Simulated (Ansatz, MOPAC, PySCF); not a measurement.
Breaking a bond: GaH, singlet.

Levels: PM3, restricted, heats of formation (MOPAC); UKS-B3LYP/6-31G* = PySCF with unrestricted B3LYP/6-31G*, spherical d; UKS-M06-2X/6-31G* = unrestricted M06-2X/6-31G*, spherical d in PySCF; FCI = Ansatz (an electronic-structure program) with full CI/cc-pVDZ, cores with 3d frozen.

Energies relative to the lowest point of each curve near equilibrium, in eV; the last columns give the difference from FCI:

| R / Å | PM3 | UKS-B3LYP/6-31G* | UKS-M06-2X/6-31G* | FCI | PM3 − FCI | UKS-B3LYP/6-31G* − FCI | UKS-M06-2X/6-31G* − FCI |
|---|---|---|---|---|---|---|---|
| 1.25 | 1.603 | 1.779 | 1.793 | 1.753 | -0.150 | 0.026 | 0.040 |
| 1.34 | 0.967 | 0.981 | 0.981 | 0.948 | 0.019 | 0.033 | 0.033 |
| 1.44 | 0.431 | 0.440 | 0.432 | 0.410 | 0.022 | 0.030 | 0.022 |
| 1.53 | 0.130 | 0.166 | 0.157 | 0.144 | -0.014 | 0.022 | 0.013 |
| 1.57 | 0.053 | 0.093 | 0.085 | 0.075 | -0.022 | 0.017 | 0.009 |
| 1.63 | 0.000 | 0.025 | 0.020 | 0.016 | -0.016 | 0.009 | 0.004 |
| 1.68 | 0.005 | 0.001 | 0.000 | 0.000 | 0.005 | 0.001 | 0.000 |
| 1.72 | 0.036 | 0.000 | 0.002 | 0.005 | 0.031 | -0.005 | -0.003 |
| 1.78 | 0.115 | 0.022 | 0.029 | 0.036 | 0.079 | -0.014 | -0.007 |
| 1.81 | 0.164 | 0.042 | 0.052 | 0.061 | 0.103 | -0.019 | -0.009 |
| 1.92 | 0.367 | 0.156 | 0.176 | 0.190 | 0.177 | -0.034 | -0.014 |
| 2.07 | 0.623 | 0.380 | 0.416 | 0.429 | 0.194 | -0.050 | -0.013 |
| 2.27 | 0.898 | 0.740 | 0.801 | 0.796 | 0.102 | -0.057 | 0.004 |
| 2.54 | 1.289 | 1.253 | 1.352 | 1.289 | 0.000 | -0.036 | 0.063 |
| 2.77 | 1.672 | 1.671 | 1.807 | 1.664 | 0.008 | 0.008 | 0.143 |
| 2.99 | 2.043 | 2.012 | 2.136 | 1.967 | 0.077 | 0.046 | 0.170 |
| 3.39 | 2.678 | 2.407 | 2.482 | 2.367 | 0.312 | 0.040 | 0.115 |
| 3.65 | 3.061 | 2.566 | 2.607 | 2.531 | 0.530 | 0.035 | 0.076 |
| 4.20 | 3.796 | 2.768 | 2.787 | 2.709 | 1.087 | 0.059 | 0.079 |
| 4.54 | 4.188 | 2.836 | 2.785 | 2.752 | 1.436 | 0.084 | 0.032 |
| 5.04 | 4.669 | 2.892 | 2.784 | 2.779 | 1.890 | 0.113 | 0.005 |
| 5.91 | 5.258 | 2.918 | 2.786 | 2.790 | 2.468 | 0.128 | -0.004 |
| 6.65 | 5.573 | 2.921 | — | 2.792 | 2.781 | 0.130 | — |

PM3 is furthest from FCI at 6.65 (2.781 eV, above); its mean absolute difference over the points is 0.501 eV.

UKS-B3LYP/6-31G* is furthest from FCI at 6.65 (0.130 eV, above); its mean absolute difference over the points is 0.043 eV.

UKS-M06-2X/6-31G* is furthest from FCI at 2.99 (0.170 eV, above); its mean absolute difference over the points is 0.039 eV.

Dashes: no converged value, or the column stops at the first point that the program doubted or that broke a chosen test of continuity, which isn't proof of a fault.

The restricted form behind PM3 keeps the bonding electrons paired and can't separate into open-shell fragments. The unrestricted determinant behind UKS-B3LYP/6-31G* is spin-contaminated at 2.99 to 6.65 Å (<S²> up to 1.0, against 0.00 for a pure singlet). The unrestricted solution behind UKS-M06-2X/6-31G* changes between 5.91 and 6.65 Å, which can leave a kink. The unrestricted determinant behind UKS-M06-2X/6-31G* is spin-contaminated at 2.77 to 5.91 Å (<S²> up to 1.0, against 0.00 for a pure singlet). Also computed but left out beside FCI, since their determinant holds another spin at the minimum (<S²> over 0.7 above the pure value): UHF/STO-3G.
